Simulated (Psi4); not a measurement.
Cl2OTi (SMILES [O]=[Ti]([Cl])[Cl]), singlet, at a GFN2-xTB geometry (such geometries of metal compounds can be far from the true shape), atoms displaced at random by about 0.08 Å a coordinate; HF/6-31G, gradient (Psi4 1.11).

The Psi4 input:
```
memory 2 GB

molecule {
0 1
Ti   -0.52035366   -0.11782635   -0.38211226
Cl    1.52098449    0.15674803   -0.88438804
Cl   -0.57594105   -0.39072406    1.72172446
O    -1.34070381    1.09012762   -0.64802600
symmetry c1
no_reorient
no_com
}

set {
  basis 6-31g
}

gradient('scf')
print_variables()
```

### Question
What does Psi4 print? Leave out banner, timings and long lists.

### Answer

```
gradient() will perform analytic gradient computation.

   => Loading Basis Set <=

    Name: 6-31G
    Role: ORBITAL
    Keyword: BASIS

         ---------------------------------------------------------
                                   SCF
               by Justin Turney, Rob Parrish, Andy Simmonett
                          and Daniel G. A. Smith
                              RHF Reference
         ---------------------------------------------------------

  ==> Geometry <==

    Molecular point group: c1
    Full point group: C1

    Geometry (in Angstrom), charge = 0, multiplicity = 1:

       Center              X                  Y                   Z               Mass
    ------------   -----------------  -----------------  -----------------  -----------------
         TI          -0.520353660000    -0.117826350000    -0.382112260000    47.947941980000
         CL           1.520984490000     0.156748030000    -0.884388040000    34.968852682000
         CL          -0.575941050000    -0.390724060000     1.721724460000    34.968852682000
         O           -1.340703810000     1.090127620000    -0.648026000000    15.994914619570

  Running in c1 symmetry.

  Rotational constants: A =      0.16338  B =      0.07927  C =      0.05738 [cm^-1]
  Rotational constants: A =   4897.89026  B =   2376.44430  C =   1720.07254 [MHz]
  Nuclear repulsion =  343.157476370147378

  Charge       = 0
  Multiplicity = 1
  Electrons    = 64
  Nalpha       = 32
  Nbeta        = 32

  ==> Algorithm <==

  SCF Algorithm Type is DF.
  DIIS enabled.
  MOM disabled.
  Fractional occupation disabled.
  Guess Type is SAD.
  Energy threshold   = 1.00e-08
  Density threshold  = 1.00e-08
  Integral threshold = 1.00e-12

  ==> Primary Basis <==

  Basis Set: 6-31G
    Blend: 6-31G
    Number of shells: 30
    Number of basis functions: 64
    Number of Cartesian functions: 64
    Spherical Harmonics?: false
    Max angular momentum: 2

   => Loading Basis Set <=

    Name: (6-31G AUX)
    Role: JKFIT
    Keyword: DF_BASIS_SCF

  ==> Integral Setup <==

  SCF_SUBTYPE=INCORE selected. In-core MEM_DF algorithm will be used.
  Using in-core AOs.

  ==> MemDFJK: Density-Fitted J/K Matrices <==

    J tasked:                   Yes
    K tasked:                   Yes
    wK tasked:                   No
    Algorithm:                 Core
    Schwarz Cutoff:           1E-12
    Mask sparsity (%):       2.9785
    Fitting Condition:        1E-10

   => Auxiliary Basis Set <=

[...]
  @DF-RHF Final Energy: -1842.20769625846970
    Total Energy =                      -1842.2076962584696957
[...]

         ------------------------------------------------------------
                                   SCF GRAD
                          Rob Parrish, Justin Turney,
                       Andy Simmonett, and Alex Sokolov
         ------------------------------------------------------------

  ==> Geometry <==

    Molecular point group: c1
    Full point group: C1

    Geometry (in Angstrom), charge = 0, multiplicity = 1:

       Center              X                  Y                   Z               Mass
    ------------   -----------------  -----------------  -----------------  -----------------
         TI          -0.520353660000    -0.117826350000    -0.382112260000    47.947941980000
         CL           1.520984490000     0.156748030000    -0.884388040000    34.968852682000
         CL          -0.575941050000    -0.390724060000     1.721724460000    34.968852682000
         O           -1.340703810000     1.090127620000    -0.648026000000    15.994914619570

  Nuclear repulsion =  343.157476370147378

  ==> Basis Set <==

  Basis Set: 6-31G
    Blend: 6-31G
    Number of shells: 30
    Number of basis functions: 64
    Number of Cartesian functions: 64
    Spherical Harmonics?: false
    Max angular momentum: 2

  ==> DFJKGrad: Density-Fitted SCF Gradients <==

    Gradient:                    1
    J tasked:                  Yes
    K tasked:                  Yes
    wK tasked:                  No
    Integrals threads:           1
    Schwarz Cutoff:          1E-12
    Fitting Condition:       1E-10

   => Auxiliary Basis Set <=

  Basis Set: (6-31G AUX)
    Blend: CC-PVDZ-JKFIT + DEF2-UNIVERSAL-JKFIT
    Number of shells: 154
    Number of basis functions: 718
    Number of Cartesian functions: 718
    Spherical Harmonics?: false
    Max angular momentum: 6

  -Total Gradient:
     Atom            X                  Y                   Z
    ------   -----------------  -----------------  -----------------
       1       -0.024790394258     0.099988935598     0.001396077853
       2       -0.060254613670    -0.005763086744     0.023053394774
       3        0.005170706036     0.016992572339    -0.061736519357
       4        0.079874301913    -0.111218421190     0.037287046741

  Variable Map:
  ----------------------------------------------------------------------------
[...]
  Array Variable Map:
  ----------------------------------------------------------------------------
[...]
[...]
```
